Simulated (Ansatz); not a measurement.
C₃H₄OTe (`[TeH]C1=CCO1`). The species carries charge 0 and has multiplicity 1. Te takes the def2 core potential.

```csv
atom,x (Å),y (Å),z (Å)
Te1,2.3812,0.0770,1.2657
C2,0.5745,0.0489,0.2328
C3,0.0818,-0.5150,-0.8751
C4,-1.1572,0.2899,-0.6200
O5,-0.5098,0.8354,0.5717
H6,1.6590,-0.3417,2.6996
H7,0.4123,-1.2329,-1.6045
H8,-1.3806,1.0987,-1.3187
H9,-2.0613,-0.2604,-0.3515
```

Q: What are the harmonic wavenumbers in cm⁻¹ at PBE0-D4/def2-TZVP (Ansatz, finite differences of forces, unscaled)? (Best estimate.)

A: Computed: 115, 182, 231, 327, 518, 688, 699, 934, 939, 966, 992, 1120, 1126, 1202, 1292, 1473, 1624, 2145, 3077, 3139, 3307.

Q: Is this a minimum?

A: Yes, all 21 modes are real.

Q: Give the ideal-gas thermochemistry at 298.15 K and 1 bar (rigid rotor, harmonic oscillator; point group C1, symmetry number 1).

A: Zero-point energy 156.1 kJ/mol; H(298) − E = 173.6 kJ/mol; entropy 331.6 J/(mol·K), of which translation 173.9, rotation 113.7, vibration 44.0; G(298) − E = 74.8 kJ/mol.
